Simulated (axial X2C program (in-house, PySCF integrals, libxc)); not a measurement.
**Worked dissociation energy of SeO: CCSD(T), scalar-relativistic**

All values were computed with an axial X2C code built on PySCF integrals. Spin-free means the one-electron spin-free X2C Hamiltonian. Basis: Se dyall-cv3z [8s9p6d4f1g], O dyall-av3z [7s6p3d2f] (cores contracted in-house); Gaussian nuclei, density fitting, unrestricted open shells. Masses: Se 79.917 u, O 15.995 u.

Molecular state: M_S = 1, Λ = 0 (beyond evenly filled blocks: π+α, π-α).

Correlated methods: 12 electrons correlated (number of frozen shells: Se 3 s, 2 p, 1 d; O 1 s), 212 virtual spin orbitals or spinors in MP2, 89 natural virtuals in coupled cluster.

| Property | Result |
| --- | --- |
| E(Se) (2M_S = 2, M_L = 0) | -2428.272833 hartree |
| E(O) (2M_S = 2, M_L = 0) | -75.041343 hartree |
| E(SeO) at Re | -2503.474346 hartree |
| ωe | 921.6 cm⁻¹ |
| ωexe | 2.77 cm⁻¹ |

Problem. Work out De and D0.

Solution. De = -2428.272833 + (-75.041343) − (-2503.474346) = 0.16017 hartree = 4.358 eV. The zero-point energy is ωe/2 − ωexe/4 = 460 cm⁻¹ = 0.057 eV, so D0 = 4.301 eV.

The state is a single determinant with fixed occupations, the lowest that a limited PBE0 search found. Dissociation energies refer to the lowest single-determinant-based atoms at the same level and basis. CCSD and (T) use frozen natural virtuals with an MP2 correction for the truncation; (T) itself is uncorrected, so its De runs slightly low. PBE0 can misorder states that lie within some tenths of an eV, so this need not be the ground state of the molecule. The nearest other spin-free determinant of the search, M_S = 0, Λ = 2, lies 0.84 eV up at the distance of the search. The determinant is spin-polarised beyond a pure state at some levels (its spin-free form has ⟨S²⟩ too high), which makes Re and μ there less reliable. Spin-free De lacks the spin–orbit lowering of the heavy p-block atom, a tenth of an eV or more for 4p and 5p, up to an eV for 6p and one to two eV for 7p atoms, less what an open-shell molecule gains itself.

Each atomic determinant is the lowest at this level and need not be a pure term. Totals compare only within one Hamiltonian and basis.
